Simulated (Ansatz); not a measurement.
## AlF2OSi: where a starting geometry ends

The starting geometry of this gas-phase doublet was optimised with GFN2-xTB; its bonds are those of `[F][Al]1[O][Si]1F`.

```yaml
atoms:
  - { symbol: Al, position_ang: [-0.7673, 1.5262, -0.2134] }
  - { symbol: F, position_ang: [-2.3431, 1.0334, -0.4468] }
  - { symbol: F, position_ang: [2.5655, 1.1492, 1.8258] }
  - { symbol: O, position_ang: [0.1564, 1.3748, 1.2748] }
  - { symbol: Si, position_ang: [1.6028, 1.4454, 0.5474] }
```

Task: Predict what becomes of its bonds when it is optimised with B3LYP-D3(BJ)/6-311G**.

Result: A bond breaks, giving a structure given below by its coordinates. Contacts that open: Al1–Si5 (2.49 → 3.33 Å).

The energy falls by 0.79 eV over 17 steps:

| step | E − E(last) (eV) |
| --- | --- |
| 1 | 0.787 |
| 3 | 0.356 |
| 5 | 0.141 |
| 6 | 0.120 |
| 8 | 0.062 |
| 10 | 0.006 |
| 12 | 0.003 |
| 13 | 0.001 |
| 15 | 0.000 |
| 17 | 0.000 |

Final geometry (Å):

```yaml
atoms:
  - { symbol: Al, position_ang: [-1.1414, 1.9124, 0.1746] }
  - { symbol: F, position_ang: [-2.2260, 0.6712, -0.1306] }
  - { symbol: F, position_ang: [1.9583, 1.1918, 2.2192] }
  - { symbol: O, position_ang: [0.5415, 1.5494, 0.1420] }
  - { symbol: Si, position_ang: [2.0818, 1.2042, 0.5827] }
```

The end wasn't checked by frequencies. Open shells are spin-unrestricted. Run with Ansatz 0.2.0, 44 s on 2 threads of Arm Neoverse V2, with other jobs on the host.
